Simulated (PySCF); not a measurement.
## 4-(methylthio)benzoic acid (SMILES CSc1ccc(C(=O)O)cc1)

Molfile (atoms numbered from 1):
```
C8H8O2S
     RDKit          3D

 19 19  0  0  0  0  0  0  0  0999 V2000
    3.6643    0.2572   -0.1880 C   0  0  0  0  0  0  0  0  0  0  0  0
    2.6894   -1.1404   -0.7608 S   0  0  0  0  0  0  0  0  0  0  0  0
    1.0360   -0.6444   -0.4460 C   0  0  0  0  0  0  0  0  0  0  0  0
    0.6697    0.5817    0.1259 C   0  0  0  0  0  0  0  0  0  0  0  0
   -0.6723    0.8816    0.3345 C   0  0  0  0  0  0  0  0  0  0  0  0
   -1.6692   -0.0303   -0.0215 C   0  0  0  0  0  0  0  0  0  0  0  0
   -3.1088    0.2476    0.1790 C   0  0  0  0  0  0  0  0  0  0  0  0
   -4.0023   -0.5065   -0.1189 O   0  0  0  0  0  0  0  0  0  0  0  0
   -3.3412    1.4465    0.7371 O   0  0  0  0  0  0  0  0  0  0  0  0
   -1.3021   -1.2559   -0.5933 C   0  0  0  0  0  0  0  0  0  0  0  0
    0.0310   -1.5620   -0.8036 C   0  0  0  0  0  0  0  0  0  0  0  0
    3.5300    0.4341    0.8891 H   0  0  0  0  0  0  0  0  0  0  0  0
    4.7115   -0.0193   -0.3714 H   0  0  0  0  0  0  0  0  0  0  0  0
    3.4371    1.1723   -0.7541 H   0  0  0  0  0  0  0  0  0  0  0  0
    1.4264    1.3120    0.4130 H   0  0  0  0  0  0  0  0  0  0  0  0
   -0.9542    1.8370    0.7801 H   0  0  0  0  0  0  0  0  0  0  0  0
   -4.3036    1.5200    0.8191 H   0  0  0  0  0  0  0  0  0  0  0  0
   -2.0912   -1.9592   -0.8671 H   0  0  0  0  0  0  0  0  0  0  0  0
    0.3095   -2.5200   -1.2499 H   0  0  0  0  0  0  0  0  0  0  0  0
  1  2  1  0
  2  3  1  0
  3  4  1  0
  4  5  2  0
  5  6  1  0
  6  7  1  0
  7  8  2  0
  7  9  1  0
  6 10  2  0
 10 11  1  0
 11  3  2  0
  1 12  1  0
  1 13  1  0
  1 14  1  0
  4 15  1  0
  5 16  1  0
  9 17  1  0
 10 18  1  0
 11 19  1  0
M  END
```

Method used: quadratic response CAM-B3LYP/aug-cc-pVDZ first hyperpolarisability, Taylor convention, gas phase in PySCF. Geometry: PBE0-D3(BJ)/def2-SVP.

Problem. Give the tensor of the second harmonic β(−2ω;ω,ω) at 1064 nm in the axes of these coordinates.

Solution. In au, Taylor convention; rows are the first index (the induced dipole):
```csv
,xx,yy,zz,xy,xz,yz
x,+1848.0,-82.0,-54.1,-350.9,-266.9,+18.3
y,-348.7,+53.6,+19.6,-61.1,+24.2,+5.5
z,-265.5,+7.1,+40.6,+24.3,-43.8,+19.0
```
Norm of βᵢ = ⅓ Σⱼ (βᵢⱼⱼ + βⱼᵢⱼ + βⱼⱼᵢ): 1768.5 au, hyper-Rayleigh value 786.9 au.
